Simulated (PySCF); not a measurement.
C₂H₅ClSi, SMILES C(/Cl)=C/[SiH3].

The structure is a stationary point at ωB97X-D3(BJ)/def2-SVP. The structure was generated by enumeration; whether it is a known compound was not checked.

Method: CAM-B3LYP/def2-TZVP (PySCF).

Symmetry labels are those of the subgroup Cs that the program uses (full group Cs).

**Question.** List the valence orbital energies around the gap with their symmetry. (An estimate is asked for; the answer gives what the named calculation found.)

**Answer.** 
```
orbital  symmetry  energy (eV)
-------  --------  -----------
HOMO−7         A'       -15.32
HOMO−6         A'       -13.44
HOMO−5         A"       -12.30
HOMO−4         A'       -11.16
HOMO−3         A"       -11.12
HOMO−2         A'       -11.02
HOMO−1         A'       -10.41
HOMO           A"        -8.97
LUMO           A"         0.21
LUMO+1         A'         1.69
LUMO+2         A'         2.08
LUMO+3         A'         2.33
```
